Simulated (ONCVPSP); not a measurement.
# Varying the ONCV potential for W

Base potential:

W (Z = 74), optimised norm-conserving Vanderbilt (ONCV), made with ONCVPSP 4.0.1 (LDA (Perdew-Wang 92), fully relativistic). Core [Kr] 4d10 4f14, reference 5s2 5p6 5d4 6s2. Waves: 5s+6s: rc 1.80 bohr, ncon 4, nbas 9, qcut 8.4 1/bohr, 2 projectors; 5p: rc 1.75 bohr, ncon 4, nbas 7, qcut 7.1 1/bohr, 2 projectors, debl 0.7 Ha; 5d: rc 2.90 bohr, ncon 5, nbas 10, qcut 6.1 1/bohr, 1 projector. Local part: polynomial inside 1.20 bohr (lpopt 3, dvloc0 1 Ha). Core correction: Teter function, fcfact 3.75, rcfact 1.45.

Open shells are filled in proportion to 2j + 1.

In the p channel the program set the typed energies aside and used -1.493, 0.250 Ha (j = l + 1/2; the other j can differ).

Cutoffs, loose and tight: the cutoffs (Ha) at which the residual kinetic energy of the hardest occupied pseudo-wave falls to 1 and 0.1 mHa per electron. They do not see the model core or the augmentation charge, which bear on the density cutoff. Test errors are all-electron minus pseudo excitation energies from the reference, over the configurations 5s2 5p6 5d4 6s1; 5s2 5p6 5d4 6s0; 5s2 5p6 5d3 6s0; 5s2 5p6 5d4 6s1 6p1. A dash means not determined; rows that change the core or the reference have their own tests.

1 further variants are left out, since the program set their typed debl aside.

```csv
change,outcome,"cutoff, loose","cutoff, tight",bound ghosts,GHOST(+) flags above zero,largest test error (meV)
base,"generated, projector energies reset by the program",21 Ha,25 Ha,none,s,-6.4
"s: ncon 5, nbas 10","generated, projector energies reset by the program",24 Ha,28 Ha,none,s,-5.3
s: rc 1.74,"generated, projector energies reset by the program",22 Ha,26 Ha,none,none,-5.9
p: qcut 7.6,"generated, projector energies reset by the program",21 Ha,25 Ha,none,s,-6.6
"all radii but the core radius scaled by about 0.92 (s 1.66, p 1.62, d 2.68 bohr); local potential polynomial inside 1.12 bohr (lpopt 3, dvloc0 1 Ha)","generated, projector energies reset by the program",23 Ha,28 Ha,none,s,-2.4
"reference 5s2 5p6 5d4 6s1.75 6p0.25; wave 5p: rc 1.75 bohr, ncon 4, nbas 7, qcut 7.1 1/bohr, 2 projectors, debl 0.7 Ha becomes 5p+6p: rc 1.75 bohr, ncon 4, nbas 7, qcut 7.1 1/bohr, 2 projectors",generated,21 Ha,25 Ha,none,s,-1.3 over the solved tests; 1 of 4 tests not solved or not reliable
s: qcut 11.3; p: qcut 9.5; d: qcut 8.2,"failed: ERROR pspot: first pseudo wave function has node, program will stop",–,–,–,–,–
```
